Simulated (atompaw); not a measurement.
**PBE PAW (atompaw) dataset for Cd, scalar-relativistic all-electron reference.**

atompaw 4.2.0.5 was run on this input:

```
Cd 48
GGA-PBE scalarrelativistic loggrid 1500 logderivrange -10 5 376
5 5 4 0 0 0
5 0 1
5 1 0
0 0 0
c
c
c
v
v
c
c
v
v
c
v
3
2.05 1.75 2.00 1.25
n
n
y
-0.9
n
y
0.45
n
custom rrkj vanderbiltortho besselshape
4 0 troulliermartins
1.00
2.05
1.25
2.05
2.05
2.05
1.70
PWSCFOUT
UPFDX 0.0125d0 UPFXMIN -7.d0 UPFZMESH 48.d0
END
```

Command:

```bash
atompaw < Cd.input > Cd.log
```

Output (summary file):

```
Completed calculations for Cd (AE)

 Exchange-correlation type: GGA, Perdew-Burke-Ernzerhof

 Radial integration grid is logarithmic
 r0 =   1.8068677E-04 h =   8.6729650E-03   n =      1500 rmax =   8.0000000E+01

 Scalar relativistic calculation

 AEatom converged in  26 iterations
   nz     =  48.00
   delta  =       2.777176993729E-17

 All Electron Orbital energies:
  n  l      occupancy      energy
  1  0      2.0000000E+00 -1.9502585E+03
  2  0      2.0000000E+00 -2.9008470E+02
  3  0      2.0000000E+00 -5.4590819E+01
  4  0      2.0000000E+00 -8.4343208E+00
  5  0      1.0000000E+00 -9.5976214E-01
  2  1      6.0000000E+00 -2.6035150E+02
  3  1      6.0000000E+00 -4.4837591E+01
  4  1      6.0000000E+00 -5.5726904E+00
  5  1      0.0000000E+00 -5.4200001E-01
  3  2      1.0000000E+01 -2.9576284E+01
  4  2      1.0000000E+01 -1.5074798E+00

 Total energy
   Total                    :   -11188.62616865830205

 ---
 Completed calculations for Cd (SC)

 Exchange-correlation type: GGA, Perdew-Burke-Ernzerhof

 Radial integration grid is logarithmic
 r0 =   1.8068677E-04 h =   8.6729650E-03   n =      1500 rmax =   8.0000000E+01

 Scalar relativistic calculation

 SCatom converged in   1 iterations
   nz     =  48.00
   delta  =       7.249290836531E-19

 Valence Electron Orbital energies:
  n  l      occupancy      energy
   4  0      2.0000000E+00 -8.4343208E+00
   5  0      1.0000000E+00 -9.5976214E-01
   4  1      6.0000000E+00 -5.5726904E+00
   5  1      0.0000000E+00 -5.4200001E-01
   4  2      1.0000000E+01 -1.5074798E+00

 Total energy
   Total                    :   -11188.62616865570817
   Valence                  :     -605.42176828047309

 PAW parameters:
       lmax =            3
         rc =    2.0584430715278601
        irc =         1078
   rc_shape =    1.7608941261247060
    rc_vloc =    2.0055707784634649
    rc_core =    1.2555010962076922
   Vloc: Norm-conserving Troullier-Martins with l= 4;e=   0.0000E+00
   Projector type: RRKJ pseudization + Vanderbilt ortho.
   Bessel compensation charge shape zeroed at   1.7609E+00

 Number of basis functions     7
 No.   n  nodes  l      Energy         Cp coeff         Occ
  1    4    3    0   -0.8434321E+01 -0.1573309E+01  0.2000000E+01
  2    5    4    0   -0.9597621E+00  0.1599692E+01  0.1000000E+01
  3    4    2    1   -0.5572690E+01 -0.3908658E+00  0.6000000E+01
  4    5    3    1   -0.5420000E+00  0.6278759E+01  0.0000000E+00
  5    4    1    2   -0.1507480E+01 -0.9103196E+01  0.1000000E+02
  6  999    2    2   -0.9000000E+00 -0.2608981E-01  0.0000000E+00
  7  999    0    3    0.4500000E+00 -0.1058094E+02  0.0000000E+00

 Eigenvalues of overlap operator (in the basis of projectors):
    1        1.87923349E-02
    2        2.64959918E-01
    3        4.28935524E-01
    4        2.53642303E+01
    5        3.92230199E+01
    6        1.41771185E+02
    7        3.57890432E+02

 Orbital leakage outside PAW augmentation regions
   orb  is_core?  %out_of_sphere
   1 0    T          -0.00
   2 0    T          -0.00
   3 0    T           0.00
   4 0    F           0.21
   5 0    F          72.19
   2 1    T           0.00
   3 1    T           0.00
   4 1    F           0.77
   5 1    F          88.88
   3 2    T           0.00
   4 2    F           9.32

 Summary of PAW energies
   Total valence energy     :   -605.46507587555766
   Smooth energy            :     84.81523634560997
   One center               :   -690.28031222116761
   Smooth kinetic           :     83.57369791828404
   Vloc energy              :      0.82356496207770
   Smooth exch-corr         :    -24.70218875459932
   One-center xc            :   -283.47916386412498
```

The run took about 3.5 s on one core of a shared server CPU.
